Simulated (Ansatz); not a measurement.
Species: C3H6O2, net charge 0, singlet state. 
Coordinates optimised at B3LYP-D3(BJ)/def2-TZVP (Ansatz, an electronic-structure program):
```
C
H 1 1.0907
H 1 1.0907 2 107.81
O 1 1.4497 2 108.43 3 -117.21
C 4 1.3360 1 116.26 2 58.40
O 5 1.1996 4 126.06 1 0.00
H 5 1.0986 6 124.78 4 180.00
C 1 1.5097 2 112.21 3 124.05
H 8 1.0905 1 110.97 2 179.56
H 8 1.0905 9 108.48 1 122.15
H 8 1.0913 9 108.35 10 117.43
```
Charge 0, spin multiplicity 1.

Quantity: atomisation energy (electronic, to ground-state atoms), in kJ/mol. Cores are frozen in the correlated levels unless marked. Open shells are spin-unrestricted. Spin-orbit coupling is left out. No relativistic terms. The coupled-cluster limit lacks core correlation, which all-electron functionals hold. CBS(X,Y): correlation extrapolated as X^-3; Hartree-Fock from the larger set. The bracket is a focal-point correction in the basis named.

```tsv
level	program	atomisation energy (kJ/mol)
BLYP-D3(BJ)/def2-TZVPD	Ansatz + dftd3	___
PBE0/def2-SVP	Ansatz	4587.5
HSE06/def2-TZVPD	Ansatz	4539.7
B2GP-PLYP-D3(BJ)/def2-TZVPD	Ansatz + dftd3	___
RI-MP2/CBS(aug-cc-pVTZ,aug-cc-pVQZ)+[CCSD(T)-MP2]/aug-cc-pVTZ	Ansatz	4529.9
```

Q: Fill in the missing entries.

A: 
- BLYP-D3(BJ)/def2-TZVPD, atomisation energy (kJ/mol): 4544.2
- B2GP-PLYP-D3(BJ)/def2-TZVPD, atomisation energy (kJ/mol): 4474.4
